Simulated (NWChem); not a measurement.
System: CH6O2Si2; SMILES O=C([SiH3])O[SiH3]

Here is an NWChem input.

```
start job
memory heap 200 mb stack 900 mb global 1100 mb
geometry units angstroms noautosym nocenter noautoz
  O     -1.497286     0.106461    -0.001312
  C     -0.323811     0.419329    -0.000509
  Si     0.347060     2.228226    -0.001152
  O      0.666656    -0.508985     0.001193
  Si     0.215516    -2.169874     0.001369
  H      1.175397     2.426174     1.214522
  H     -0.807592     3.155241    -0.004990
  H      1.181386     2.423437    -1.213158
  H     -0.545733    -2.512824     1.224379
  H      1.525073    -2.861401     0.002053
  H     -0.544769    -2.513369    -1.222077
end
basis spherical
  * library 6-31g*
end
dft
  xc hfexch
  iterations 150
  mulliken
end
task dft energy
esp
  recalculate
  probe 0.07
  range 0.3
  factor 1.0
  spacing 0.02
end
task esp
```

Excerpt of the output:

```
             Northwest Computational Chemistry Package (NWChem) 7.3.0
             --------------------------------------------------------

                             Geometry "geometry" -> ""
                             -------------------------

 Output coordinates in angstroms (scale by  1.889725989 to convert to a.u.)

  No.       Tag          Charge          X              Y              Z
 ---- ---------------- ---------- -------------- -------------- --------------
    1 O                    8.0000    -1.49728600     0.10646100    -0.00131200
    2 C                    6.0000    -0.32381100     0.41932900    -0.00050900
    3 Si                  14.0000     0.34706000     2.22822600    -0.00115200
    4 O                    8.0000     0.66665600    -0.50898500     0.00119300
    5 Si                  14.0000     0.21551600    -2.16987400     0.00136900
    6 H                    1.0000     1.17539700     2.42617400     1.21452200
    7 H                    1.0000    -0.80759200     3.15524100    -0.00499000
    8 H                    1.0000     1.18138600     2.42343700    -1.21315800
    9 H                    1.0000    -0.54573300    -2.51282400     1.22437900
   10 H                    1.0000     1.52507300    -2.86140100     0.00205300
   11 H                    1.0000    -0.54476900    -2.51336900    -1.22207700

 Effective nuclear repulsion energy (a.u.)     279.1462821629

  xc_inp: hfexch multiplicative factor not found.

                                 NWChem DFT Module
                                 -----------------

 Summary of "ao basis" -> "ao basis" (spherical)
 ------------------------------------------------------------------------------
       Tag                 Description            Shells   Functions and Types
 ---------------- ------------------------------  ------  ---------------------
 O                           6-31g*                  6       14   3s2p1d
 C                           6-31g*                  6       14   3s2p1d
 Si                          6-31g*                  8       18   4s3p1d
 H                           6-31g*                  2        2   2s

            General Information
            -------------------
          SCF calculation type: DFT
          Wavefunction type:  closed shell.
          No. of atoms     :    11
          No. of electrons :    56
           Alpha electrons :    28
            Beta electrons :    28
          Charge           :     0
          Spin multiplicity:     1
          Use of symmetry is: off; symmetry adaption is: off
          Maximum number of iterations: 150
          AO basis - number of functions:    90
                     number of shells:    46
          Convergence on energy requested:  1.00D-06
          Convergence on density requested:  1.00D-05
          Convergence on gradient requested:  5.00D-04

              XC Information
              --------------
                     Hartree-Fock (Exact) Exchange  1.000

      Superposition of Atomic Density Guess
      -------------------------------------

 Sum of atomic energies:        -767.79296889

      Non-variational initial energy
      ------------------------------

 Total energy =    -769.554078
 1-e energy   =   -1616.769213
 2-e energy   =     568.068853
 HOMO         =      -0.336215
 LUMO         =       0.000136

     ---------------------------------------------
      Total Density - Mulliken Population Analysis
     ---------------------------------------------

    Atom       Charge   Shell Charges
 -----------   ------   -------------------------------------------------------
    1 O    8     8.84   2.00  0.95  3.09  0.94  1.84  0.02
    2 C    6     5.06   2.00  0.68  1.38  0.49  0.41  0.10
    3 Si  14    13.65   2.00  2.00  5.97  0.99  1.73  0.30  0.54  0.11
    4 O    8     8.80   2.00  0.93  3.03  0.91  1.91  0.02
    5 Si  14    13.31   2.00  2.00  5.97  0.94  1.51  0.30  0.44  0.15
    6 H    1     1.04   0.47  0.57
    7 H    1     1.05   0.47  0.58
    8 H    1     1.04   0.47  0.57
    9 H    1     1.07   0.47  0.59
   10 H    1     1.07   0.48  0.60
   11 H    1     1.07   0.47  0.59

   convergence    iter        energy       DeltaE   RMS-Dens  Diis-err
 ---------------- ----- ----------------- --------- --------- ---------
 d= 0,ls=0.0,diis     1   -768.8193219784 -1.05D+03  9.02D-03  9.51D-01
 d= 0,ls=0.0,diis     2   -768.9016516072 -8.23D-02  3.71D-03  4.58D-01
 d= 0,ls=0.0,diis     3   -768.9446054610 -4.30D-02  1.26D-03  1.01D-02
 d= 0,ls=0.0,diis     4   -768.9467328787 -2.13D-03  4.36D-04  2.44D-03
 d= 0,ls=0.0,diis     5   -768.9470774508 -3.45D-04  2.03D-04  1.53D-04
  Resetting Diis
 d= 0,ls=0.0,diis     6   -768.9471346729 -5.72D-05  1.24D-04  3.65D-05
 d= 0,ls=0.0,diis     7   -768.9471493159 -1.46D-05  2.29D-05  3.86D-06
 d= 0,ls=0.0,diis     8   -768.9471503171 -1.00D-06  1.12D-05  9.17D-07
 d= 0,ls=0.0,diis     9   -768.9471506388 -3.22D-07  1.47D-05  5.82D-07
 d= 0,ls=0.0,diis    10   -768.9471508228 -1.84D-07  2.34D-06  2.38D-08

         Total DFT energy =     -768.947150822783
      One electron energy =    -1619.189265788058
           Coulomb energy =      635.695036500127
    Exchange-Corr. energy =      -64.599203697703
 Nuclear repulsion energy =      279.146282162851

 Numeric. integr. density =        0.000000000000

                       DFT Final Molecular Orbital Analysis
                       ------------------------------------

 Vector   26  Occ=2.000000D+00  E=-4.853553D-01
              MO Center=  5.7D-01, -2.3D+00, -3.4D-05, r^2= 2.8D+00
   Bfn.  Coefficient  Atom+Function         Bfn.  Coefficient  Atom+Function
  ----- ------------  ---------------      ----- ------------  ---------------
    67      0.378654   5 Si px               88      0.337566  10 H  s
    87      0.253608  10 H  s                49     -0.187685   4 O  px
    90     -0.176513  11 H  s                86     -0.175578   9 H  s
    53     -0.152823   4 O  px               63     -0.152867   5 Si px
    89     -0.138404  11 H  s                85     -0.137686   9 H  s

 Vector   27  Occ=2.000000D+00  E=-4.694997D-01
              MO Center= -3.3D-01, -1.2D+00,  1.4D-03, r^2= 3.2D+00
   Bfn.  Coefficient  Atom+Function         Bfn.  Coefficient  Atom+Function
  ----- ------------  ---------------      ----- ------------  ---------------
    51      0.371872   4 O  pz               55      0.328168   4 O  pz
     5     -0.302015   1 O  pz                9     -0.239746   1 O  pz
    86     -0.233679   9 H  s                90      0.233246  11 H  s
    69     -0.230882   5 Si pz               85     -0.160612   9 H  s
    89      0.160259  11 H  s                65      0.091842   5 Si pz

 Vector   28  Occ=2.000000D+00  E=-4.307977D-01
              MO Center= -6.2D-01,  4.7D-01, -7.7D-04, r^2= 2.7D+00
   Bfn.  Coefficient  Atom+Function         Bfn.  Coefficient  Atom+Function
  ----- ------------  ---------------      ----- ------------  ---------------
     4      0.481901   1 O  py                8      0.377013   1 O  py
    20     -0.255636   2 C  s                36      0.245799   3 Si py
    18     -0.212818   2 C  py               50      0.171156   4 O  py
    52      0.157649   4 O  s                54      0.145555   4 O  py
    35      0.138300   3 Si px               49     -0.132120   4 O  px

 Vector   29  Occ=0.000000D+00  E= 1.197574D-01
              MO Center= -2.6D-01,  1.0D+00, -1.8D-03, r^2= 3.8D+00
   Bfn.  Coefficient  Atom+Function         Bfn.  Coefficient  Atom+Function
  ----- ------------  ---------------      ----- ------------  ---------------
    41      0.800352   3 Si pz               80     -0.604536   6 H  s
    84      0.603468   8 H  s                23      0.390790   2 C  pz
     9     -0.354174   1 O  pz               19      0.315872   2 C  pz
     5     -0.285509   1 O  pz               73     -0.245184   5 Si pz
    86      0.178610   9 H  s                90     -0.178281  11 H  s

 Vector   30  Occ=0.000000D+00  E= 1.324360D-01
              MO Center=  2.6D-01, -2.4D+00,  1.5D-03, r^2= 5.3D+00
   Bfn.  Coefficient  Atom+Function         Bfn.  Coefficient  Atom+Function
  ----- ------------  ---------------      ----- ------------  ---------------
    72      1.206673   5 Si py               52     -0.456508   4 O  s
    71      0.345025   5 Si px               86      0.308869   9 H  s
    90      0.309022  11 H  s                39      0.262306   3 Si px
    20     -0.243952   2 C  s                54      0.223795   4 O  py
    82      0.204736   7 H  s                88      0.185131  10 H  s

 Vector   31  Occ=0.000000D+00  E= 1.402303D-01
              MO Center=  5.2D-01,  2.7D+00, -1.3D-03, r^2= 4.4D+00
   Bfn.  Coefficient  Atom+Function         Bfn.  Coefficient  Atom+Function
  ----- ------------  ---------------      ----- ------------  ---------------
    40      1.332293   3 Si py               20      0.987435   2 C  s
    39      0.550824   3 Si px               22      0.362511   2 C  py
    80     -0.339940   6 H  s                84     -0.340101   8 H  s
    82     -0.274472   7 H  s                18      0.149563   2 C  py
    36      0.140936   3 Si py               21      0.110693   2 C  px

     ---------------------------------------------
      Total Density - Mulliken Population Analysis
     ---------------------------------------------

    Atom       Charge   Shell Charges
 -----------   ------   -------------------------------------------------------
    1 O    8     8.55   2.00  0.91  2.83  0.98  1.80  0.03
    2 C    6     5.46   2.00  0.69  1.77  0.45  0.43  0.13
    3 Si  14    13.33   2.00  2.00  5.98  0.94  1.86  0.17  0.20  0.19
    4 O    8     8.78   2.00  0.88  2.90  1.00  1.98  0.02
    5 Si  14    13.09   2.00  2.00  5.98  0.89  1.67  0.16  0.16  0.24
    6 H    1     1.12   0.50  0.63
    7 H    1     1.12   0.50  0.62
    8 H    1     1.12   0.50  0.63
    9 H    1     1.14   0.50  0.64
   10 H    1     1.15   0.50  0.64
   11 H    1     1.14   0.50  0.64

     -------------------------------------------
      Total Density - Lowdin Population Analysis
     -------------------------------------------

    Atom       Charge   Shell Charges
 -----------   ------   -------------------------------------------------------
    1 O    8     8.28   1.99  0.85  2.71  0.70  1.97  0.06
    2 C    6     5.88   1.98  0.53  1.62  0.41  1.05  0.28
    3 Si  14    13.61   2.00  1.98  5.89  0.67  1.68  0.37  0.79  0.23
    4 O    8     8.40   1.99  0.85  2.78  0.67  2.07  0.04
    5 Si  14    13.45   2.00  1.98  5.89  0.64  1.54  0.37  0.72  0.32
    6 H    1     1.06   0.50  0.56
    7 H    1     1.06   0.50  0.56
    8 H    1     1.06   0.50  0.56
    9 H    1     1.07   0.51  0.56
   10 H    1     1.07   0.51  0.57
   11 H    1     1.07   0.51  0.56

     Multipole analysis of the density
     ---------------------------------

     L   x y z        total         alpha         beta         nuclear
     -   - - -        -----         -----         ----         -------
     0   0 0 0     -0.000000    -28.000000    -28.000000     56.000000

     1   1 0 0      0.619985     -0.891798     -0.891798      2.403580
     1   0 1 0      0.121014     -0.156781     -0.156781      0.434577
     1   0 0 1      0.000107      0.000279      0.000279     -0.000452

     2   2 0 0    -39.073918    -74.541949    -74.541949    110.009980
     2   1 1 0      0.668110     -1.484348     -1.484348      3.636807
     2   1 0 1     -0.005069     -0.039431     -0.039431      0.073794
     2   0 2 0    -29.423232   -338.212323   -338.212323    647.001415
     2   0 1 1     -0.001994      0.186285      0.186285     -0.374563
     2   0 0 2    -33.845310    -27.527811    -27.527811     21.210311

                     NWChem Electrostatic Potential Fit Module
                     -----------------------------------------

 Atom parameters

 Number of atoms is                                   11
 Number of basis functions is                         90

 Grid parameters

 Maximum number of grid points is                  49490
 Number of grid points is                          49489
 Grid range                                     0.300000 nm
 Grid spacing                                   0.020000 nm
 Probe radius                                   0.070000 nm
 Atom radius factor                             1.000000

 Atomic radii

    1    0.100000
    6    0.147000
    8    0.136000
   14    0.187000
 FASTESP  F
  using M.O. file = ./job.movecs

    Atom              Coordinates                           Charge

                                                  ESP

    1 O    -0.149729    0.010646   -0.000131   -0.588240
    2 C    -0.032381    0.041933   -0.000051    0.718361
    3 Si    0.034706    0.222823   -0.000115    0.356526
    4 O     0.066666   -0.050899    0.000119   -0.572933
    5 Si    0.021552   -0.216987    0.000137    0.809509
    6 H     0.117540    0.242617    0.121452   -0.089345
    7 H    -0.080759    0.315524   -0.000499   -0.090947
    8 H     0.118139    0.242344   -0.121316   -0.089882
    9 H    -0.054573   -0.251282    0.122438   -0.143882
   10 H     0.152507   -0.286140    0.000205   -0.165885
   11 H    -0.054477   -0.251337   -0.122208   -0.143282
                                            ------------
                                               -0.000000

 Dipole moment                                  0.629299

 Quadrupole moment Qxx                        -14.581111
                   Qyy                         13.432387
                   Qzz                          1.148724

 RMS deviation kJ/mol                           0.054134

 RRMS %                                        31.393800
```

Level: Hartree-Fock/6-31G* (spherical d). Structure relaxed at the B3LYP/6-31G* (spherical d) level.
